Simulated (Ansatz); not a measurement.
System: C2HCl4, net charge 0, doublet state. It need not be the lowest isomer of its formula. SMILES: Cl[CH]C(Cl)(Cl)Cl
Geometry from a B3LYP-D3(BJ)/def2-TZVP (Ansatz, a first-principles code) optimisation:
```
C
C 1 1.4712
H 2 1.0775 1 120.26
Cl 2 1.6895 3 117.72 1 168.49
Cl 1 1.7872 2 108.14 3 -18.32
Cl 1 1.7946 2 112.00 3 -139.08
Cl 1 1.8211 2 110.75 3 100.54
```
Charge 0, spin multiplicity 2.

Property: atomisation energy (electronic, to ground-state atoms), in kJ/mol. Correlated levels leave the core frozen unless marked. UHF or UKS for open shells. Spin-orbit coupling is left out. Non-relativistic. The coupled-cluster limit lacks core correlation, which all-electron functionals hold. CBS marks a two-point X^-3 extrapolation of the correlation energy; Hartree-Fock from the larger set. The bracket is a focal-point correction in the basis named.

| level | program | atomisation energy (kJ/mol) |
|---|---|---|
| HF/cc-pV(D+d)Z | Ansatz | 1344.9 |

### Question
Estimate the value at RI-MP2/CBS(cc-pV(T+d)Z,cc-pV(Q+d)Z)+[CCSD(T)-MP2]/cc-pV(T+d)Z as computed with Ansatz.

### Answer
2138.2 kJ/mol
